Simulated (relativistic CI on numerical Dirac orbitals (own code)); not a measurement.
**Spin-allowed bands of a d7 ion in an octahedral site, by hand**

Problem. Take Δ = 11020 cm⁻¹ and B = 580 cm⁻¹ for a high-spin d7 ion in an octahedral site. Calculate the three spin-allowed bands.

Working.
1. The terms of highest spin are 4F (energy 0) and 4P (15B = 8700 cm⁻¹). Here the F term splits into A2 at +1.2Δ = 13224, T2 at +0.2Δ = 2204 and T1 at −0.6Δ = -6612 cm⁻¹.
2. The two T1 states mix through the element 0.4Δ: H = [[-6612, 4408], [4408, 8700]], with roots ½(H₁₁ + H₂₂) ∓ ½√[(H₂₂ − H₁₁)² + 4H₁₂²] = ½(2088) ∓ ½(17669) = -7790 and 9878 cm⁻¹.
3. The ground term is 4T1 at -7790 cm⁻¹.
4. Bands: 4T2 9994 cm⁻¹ (1001 nm), 4T1(P) 17669 cm⁻¹ (566 nm), 4A2 21014 cm⁻¹ (476 nm).

Check. Exact diagonalisation of the whole d7 shell with these parameters gives 4T2 9994, 4T1 17669, 4A2 21014 cm⁻¹. The match is exact, since without spin-orbit coupling no other term has this spin. The ratio of the second band to the first, 1.768, depends on Δ/B = 19.0 alone, which is how a Tanabe-Sugano diagram is read.
